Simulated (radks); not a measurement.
Species: Pd+. Configuration: [Kr] 4d9. All-electron calculation, scalar-relativistic Kohn-Sham, LDA (Slater exchange, Perdew-Wang correlation), spin-polarised, spherical densities, finite nucleus; open shells are filled with parallel spins first (spin-orbit coupling, left out, can overturn this in heavy ions); Fermi nuclear charge, rms radius 4.5318 fm. Program: a radial shooting solver on a logarithmic mesh with Libxc functionals.

X-ray form factor f0, the Fourier transform of the density (f0(0) = 45):

| sin(theta)/lambda (1/angstrom) | f0 (electrons) |
|---|---|
| 0.05 | 44.350 |
| 0.1 | 42.560 |
| 0.15 | 40.019 |
| 0.2 | 37.146 |
| 0.25 | 34.265 |
| 0.3 | 31.571 |
| 0.4 | 27.049 |
| 0.5 | 23.685 |
| 0.6 | 21.207 |
| 0.8 | 17.683 |
| 1 | 14.859 |
| 1.25 | 11.745 |
| 1.5 | 9.275 |
| 2 | 6.446 |
